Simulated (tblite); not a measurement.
**Question.** Write Cartesian coordinates for InChI=1S/C5H8NP/c1-6-7-4-2-3-5-7/h2-6H,1H3 as optimised with GFN2-xTB.

**Answer.** 
```xyz
15
C5H8NP angstrom
C     -2.6430   -0.1576    0.1879
N     -1.3470   -0.3703   -0.4324
P     -0.1744    0.8644   -0.3189
C      1.1205    0.1803   -1.3821
C      2.2510   -0.0325   -0.6902
C      2.1141    0.1513    0.7377
C      0.8786    0.5019    1.1273
H     -2.9589    0.8651   -0.0138
H     -2.6446   -0.3133    1.2720
H     -3.3639   -0.8433   -0.2610
H     -0.9777   -1.2936   -0.2207
H      1.0212    0.1095   -2.4518
H      3.1881   -0.3447   -1.1261
H      2.9448   -0.0193    1.4065
H      0.5867    0.7102    2.1438
```

Any rigid rotation of these coordinates is as good. Atoms count from 1 in this order. The 5-membered ring P3–C4–C5–C6–C7 has internal angles of 88.7° to 114.1° (sum 539°, against 540° for a flat polygon); it is slightly puckered (a soft mode that the optimisation may not have finished), 0.06 Å rms from its mean plane, widest ring torsion 10°. P3 (ring phosphorus) is pyramidal (angles 107.8°, 100.3° and 88.7°, sum 296.8°, 0.84 Å off the plane of its three neighbours). The C–C distances run from 1.342 Å (C6–C7, drawn aromatic) to 1.446 Å (C5–C6, drawn aromatic), a spread of 0.104 Å. N2 (nitrogen bonded to C, P and H) is pyramidal (angles 118.6°, 113.2° and 111.6°, sum 343.4°, 0.32 Å off the plane of its three neighbours).

Bonds between heavy atoms (Å): C1–N2 1.452, N2–P3 1.707, P3–C4 1.810, C4–C5 1.342, C5–C6 1.446, C6–C7 1.342, P3–C7 1.825.

Structure optimised with GFN2-xTB, isolated species.

Point group: C1 (no symmetry element, even within 0.4 Å). Its GFN2-xTB frequencies are all real (lowest 67 cm⁻¹). One conformer, not necessarily the lowest (C1–N2–P3–C4 -174°). 2 starts were optimised and ended at 0.00 and 1.11 kcal/mol (GFN2-xTB); the lowest of these is shown.

Hardware: one thread of an Arm Neoverse N1, no GPU, shared host with 64 logical CPUs at a one-minute load of 60. Cost: 0.68 s. That covers the optimisation of the geometry.

The numbers are calculated, not measured.
